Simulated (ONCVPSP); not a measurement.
LDA (Perdew-Zunger) ONCV dataset for praseodymium (Pr), scalar-relativistic all-electron reference.

```
Element                 : praseodymium
Generator               : ONCVPSP 4.0.1
Type                    : optimised norm-conserving Vanderbilt (ONCV)
Functional              : LDA (Perdew-Zunger)
Relativity              : scalar-relativistic
Frozen core             : [Kr] 4d10 4f2
Valence charge          : 11
Reference configuration : 5s2 5p6 5d1 6s1.75 6p0.25
Partial waves           : 5s+6s: rc 2.35 bohr, ncon 4, nbas 8, qcut 6.5 1/bohr, 2 projectors; 5p+6p: rc 2.20 bohr, ncon 4, nbas 8, qcut 7.1 1/bohr, 2 projectors; 5d: rc 2.45 bohr, ncon 4, nbas 7, qcut 4 1/bohr, 1 projector
Local potential         : polynomial inside 1.70 bohr (lpopt 5, dvloc0 0 Ha)
Core correction         : Teter function, fcfact 3.5, rcfact 1.4
```

All-electron outer shells of the reference configuration (LDA (Perdew-Zunger), scalar-relativistic, ld1.x):

| shell | level (eV) | outermost node (bohr) | outermost maximum (bohr) |
| --- | --- | --- | --- |
| 4d | -117.11 | 0.30 | 0.64 |
| 5s | -42.60 | 0.73 | 1.33 |
| 5p | -24.34 | 0.79 | 1.51 |
| 4f | -6.74 | – | 0.68 |
| 6s | -4.13 | 1.77 | 3.61 |
| 5d | -3.38 | 0.90 | 2.14 |
| 6p | -1.56 | 2.10 | 4.82 |

Task: Does the generator finish with these settings?

Result: Yes, a potential is produced and its reference levels are reproduced.

Task: Estimate the cutoffs (Ha) at which the residual kinetic energy of the hardest occupied pseudo-wave falls to 1 and 0.1 mHa per electron.

Result: 14 Ha and 17 Ha.

Task: Does the potential have ghost states?

Result: No bound ghost flagged; GHOST(+) flagged for s at 98.0 eV.

Task: Which valence shell sets the plane-wave cutoff?

Result: 5p: 14 Ha for 1 mHa per electron, against 12 Ha for 5s.

Its largest configuration-test error is -1.9 meV (5s2 5p6 5d1 6s0 6p0). 1 of 4 tests not solved or not reliable.
